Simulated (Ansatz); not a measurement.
`O[SiH](F)[SeH]` + `O[SiH](O)S` → `O[SiH](O)S[SiH](O)F` + H₂Se  (ligand exchange at the Si–Se bond)

Isolated molecules relaxed with PBE0-D4/def2-TZVP in Ansatz; ΔE leaves out vibrations. CCSD(T)/CBS adds triple-zeta CCSD(T) − MP2 to the extrapolated MP2 energy (def2 sets, frozen cores). DFT in def2-TZVPP. B3LYP here is the variant with VWN-RPA as its local correlation; programs differ in this. For Se outer-core shells are correlated without core-valence functions, which leaves a few kJ/mol of doubt a bond. Scalar relativity is left out up to krypton. One conformer a species, not always the lowest.

Q: Is it downhill or uphill in electronic energy at CCSD(T)/CBS, and by how much? (Estimate.)

A: Ansatz gave: Downhill: ΔE = -14.5 kJ/mol.

Q: What do these levels give: PBE0-D4, B3LYP-D4, ωB97M-V, B2PLYP, r2SCAN, PBE0, B3LYP, MP2/def2-TZVPP, SCS-MP2/def2-TZVPP, MP2/def2-QZVPP, SCS-MP2/def2-QZVPP, MP2/CBS(def2)? (An estimate is asked.)

A: The calculation gave: PBE0-D4 -17.4, B3LYP-D4 -18.4, ωB97M-V -17.6, B2PLYP -12.3, r2SCAN -16.3, PBE0 -11.8, B3LYP -8.7, MP2/def2-TZVPP -16.6, SCS-MP2/def2-TZVPP -13.6, MP2/def2-QZVPP -15.6, SCS-MP2/def2-QZVPP -13.0, MP2/CBS(def2) -14.9 kJ/mol.

Largest T1 diagnostic among the species: 0.012.

The D4 term adds −9.7 kJ/mol with B3LYP and −5.6 kJ/mol with PBE0; it sums over pairs of atoms, weighted by their polarisabilities, and B3LYP, whose exchange is more repulsive, gets the larger term. In def2-TZVPP, CCSD(T) changes the Hartree–Fock value by −12.0 kJ/mol (the triples alone add −2.9 kJ/mol) and MP2 by −12.4 kJ/mol.
